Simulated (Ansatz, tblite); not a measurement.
Cost and result up the ladder for Cd5O5 (the lowest singlet isomer of a short search) (10 atoms). Charge 0, multiplicity 1. Geometry: PBE0-D4/def2-SVP.

Cartesian coordinates in Å:
```
Cd 2.3245 0.8709 2.7265
Cd 0.1490 2.3619 1.5806
Cd 0.6586 -1.7887 -0.2243
Cd -1.1622 1.7187 -0.6831
Cd -0.6191 -0.6132 -2.6791
O -0.3153 -0.2691 1.8072
O -1.5430 1.1360 -2.5911
O -0.9156 -0.2857 0.5503
O 0.4687 -2.2127 -2.1692
O 0.9545 -0.9181 1.6823
```

Ansatz on 4 threads of Intel Xeon 6975P-C on a shared host; xTB runs through tblite on one thread. Times are rough, summed over both states, and most runs start from the orbitals of an earlier one. No level here is sound enough to serve as a yardstick. The other state is a doublet.

In the def2 sets Cd takes a core potential; there is no spin–orbit coupling. The xTB rows come from tblite. The structure holds 2 bonds between oxygen atoms, so isomers without such links may lie far lower. HOMO above LUMO, or a gap near zero within one spin, warns that the state may not be the lowest or that an electron is smeared out. The structure comes from a short search, and lower isomers may exist.

Raw xTB energies of ions are shifted by several eV.

```tsv
level	functions	wall time	vertical IE (eV)	remarks
GFN1-xTB	40	0.012 s	11.86	–
GFN2-xTB	40	0.014 s	12.37	–
PBE-D4/def2-SVP	225	9 s	7.18	gap within one spin near zero (+1 doublet)
PBE0-D4/def2-SVP	225	29 s	7.46	restricted SCF unstable in HF (singlet)
```
